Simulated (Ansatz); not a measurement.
Reactions of C₂H₇ClGeSe (`[CH3][Ge]([CH3])([Cl])[SeH]`).

Calculated with Ansatz (gas phase, PBE0-D4/def2-TZVP geometries, no zero-point term in ΔE). CBS: MP2 limit from def2 TZ/QZ plus the TZ coupled-cluster correction, frozen cores. Double bonds are as drawn, so ΔE can hold a change between cis and trans. Functionals use def2-TZVPP. Elements past krypton have def2 core potentials. For Ga, Ge, In, Sb, Se outer-core shells are correlated without core-valence functions, which leaves a few kJ/mol of doubt a bond. Scalar relativity is left out up to krypton. Each species was taken in one conformer, which may not be the lowest.

```json
{"reaction": "`[CH3][Ge]([CH3])([Cl])[SeH]` + `O[SiH](O)O` → `O[Si](O)(O)[SeH]` + `[CH3][GeH]([CH3])[Cl]`", "ωB97X-V (eV)": "0.03", "CCSD(T)/CBS(def2) (eV)": "0.06"}
{"reaction": "`[CH3][Ge]([CH3])([Cl])[SeH]` + `[OH][GaH2]` → `[OH][GaH][SeH]` + `[CH3][GeH]([CH3])[Cl]`", "ωB97X-V (eV)": "-0.41", "CCSD(T)/CBS(def2) (eV)": "-0.43"}
{"reaction": "`[CH3][Ge]([CH3])([Cl])[SeH]` + `C[O][GeH]([F])[Cl]` → `C[O][Ge]([F])([Cl])[SeH]` + `[CH3][GeH]([CH3])[Cl]`", "ωB97X-V (eV)": "0.03", "CCSD(T)/CBS(def2) (eV)": "0.05"}
{"reaction": "`[CH3][Ge]([CH3])([Cl])[SeH]` + `CN[SiH2]O` → `CN(C)[SiH2]O` + `[CH3][GeH]([Cl])[SeH]`", "ωB97X-V (eV)": "0.69", "CCSD(T)/CBS(def2) (eV)": "0.75"}
{"reaction": "`[CH3][Ge]([CH3])([Cl])[SeH]` + `CO/C=C/F` → `[CH3][Ge]([CH3])([F])[Cl]` + `CO/C=C\\[SeH]`", "ωB97X-V (eV)": "-0.60", "CCSD(T)/CBS(def2) (eV)": "-0.64"}
{"reaction": "`[CH3][Ge]([CH3])([Cl])[SeH]` + GeH₄ → `[GeH3][SeH]` + `[CH3][GeH]([CH3])[Cl]`", "ωB97X-V (eV)": "0.13", "CCSD(T)/CBS(def2) (eV)": "0.16"}
{"reaction": "`[CH3][Ge]([CH3])([Cl])[SeH]` + `[F][SbH][F]` → `[F][SbH][SeH]` + `[CH3][Ge]([CH3])([F])[Cl]`", "ωB97X-V (eV)": "-0.28", "CCSD(T)/CBS(def2) (eV)": "-0.29"}
{"reaction": "`[CH3][Ge]([CH3])([Cl])[SeH]` + `[CH3][In]([F])[Cl]` → `[F][In]([Cl])[SeH]` + `[CH3][Ge]([CH3])([CH3])[Cl]`", "ωB97X-V (eV)": "-0.40", "CCSD(T)/CBS(def2) (eV)": "-0.40"}
{"reaction": "`[CH3][Ge]([CH3])([Cl])[SeH]` + `OC(F)BCl` → `[CH3][GeH]([Cl])[SeH]` + `CC(O)(F)BCl`", "ωB97X-V (eV)": "0.19", "CCSD(T)/CBS(def2) (eV)": "0.23"}
```

Largest T1 diagnostic: 0.015, for `[OH][GaH2]`.
